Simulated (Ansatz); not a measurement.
Mulliken charges of BH$_{4}$NOTe, SMILES `NB(O)[TeH]` from r2SCAN/def2-TZVPP in Ansatz (PBE0-D4/def2-TZVP geometry).

```tsv
atom	x (Å)	y (Å)	z (Å)	charge (e)
N1	-0.285	0.954	-0.110	-0.338
B2	0.382	-0.268	0.059	0.180
O3	1.729	-0.394	0.243	-0.316
Te4	-0.686	-2.179	0.047	0.008
H5	0.182	1.845	-0.108	0.148
H6	-1.277	1.018	-0.244	0.181
H7	2.212	0.436	0.250	0.188
H8	-2.165	-1.469	-0.193	-0.051
```

Task: By hand: the dipole of these point charges (1 e Å = 4.8032 D).

Result: Σ q r = (-0.065, 0.351, -0.032) e Å, of length 0.358 e Å = 1.72 D.

Task: How does the dipole of the full density compare? (An estimate is asked.)

Result: Computed: (0.029, 0.767, -0.047) e Å, 3.69 D; the point charges give 0.47 times that, at 13° from its direction.

Point charges leave out the atoms' own dipoles, such as those of lone pairs, and Mulliken's split depends on the basis, so the two needn't agree.
